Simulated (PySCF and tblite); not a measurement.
Results of a calculation; reference values are marked as such.
C8H13GeN, numbered as in [CH3:1][Ge:2]([CH3:3])([CH3:4])[c:5]1[cH:6][cH:7][cH:8][n:9][cH:10]1.

Conformers came from 60 starts (ETKDG and KDG, UFF, GFN2-xTB); geometries are GFN2-xTB. Weights use PBE0-D3(BJ)/def2-SVP energies plus GFN2-xTB zero-point and thermal terms (modes under about 100 cm⁻¹ blended into free rotors). Symmetry numbers and mirror images are counted. Conformers within 3 kcal/mol (GFN2-xTB free energy) were kept, 10 at most. Codes: tblite and PySCF.

Rotational constants are equilibrium values for the commonest isotopes; dipoles come from the energy level named.

Torsions listed: C1–Ge2–C5–C6.

| conformer | shape | symmetry |
| --- | --- | --- |
| 1 | 0° | Cs |
| 2 | 180° | Cs |

Give the rotational constants and dipole components, as needed to look for these species in a jet-cooled rotational spectrum.


```
conformer  A (MHz)  B (MHz)  C (MHz)  abs μa (D)  abs μb (D)  abs μc (D)      κ  Ic−Ia−Ib (u Å²)
        1     1930      620      562        1.51        1.82        0.00  -0.91           -176.8
        2     1929      620      562        1.54        1.73        0.00  -0.91           -177.3
```
